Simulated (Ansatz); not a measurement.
ClF$_{4}$HMoO, SMILES `[OH][Mo]([F])([F])([F])([F])[Cl]`. The species carries charge 0 and has multiplicity 1. Mo takes the def2 core potential. All single points use the PBE0-D4/def2-TZVP geometry. It is one conformer, not always the lowest.

```xyz
8

O     1.413    0.473    0.390
Mo   -0.298   -0.004   -0.030
F     0.512   -1.501   -0.770
F    -1.842   -0.796   -0.607
F    -0.550   -0.893    1.552
F    -0.249    0.852   -1.650
Cl   -1.249    1.823    0.876
H     2.263    0.047    0.238
```

Task: What is the dipole moment at r2SCAN/def2-TZVPP? (Estimate.)

Result: The calculation gave: 2.80 D, with components (2.59, 0.83, 0.70) D in this frame, pointing from negative to positive charge.

Task: And with PBE, B3LYP, ωB97M-V? (Best estimate.)

Result: Ansatz gave: PBE 2.72 D, B3LYP 2.86 D, ωB97M-V 2.87 D.

Task: Give the Mulliken charges with r2SCAN, PBE, B3LYP in def2-TZVPP. (An estimate is asked.)

Result: Computed: 
```tsv
atom	r2SCAN	PBE	B3LYP
O1	-0.39	-0.33	-0.38
Mo2	1.57	1.33	1.59
F3	-0.34	-0.29	-0.35
F4	-0.30	-0.26	-0.31
F5	-0.31	-0.27	-0.32
F6	-0.31	-0.27	-0.32
Cl7	-0.18	-0.15	-0.17
H8	0.25	0.24	0.24
```

B3LYP here is the variant with VWN-RPA as its local correlation; programs differ in this.
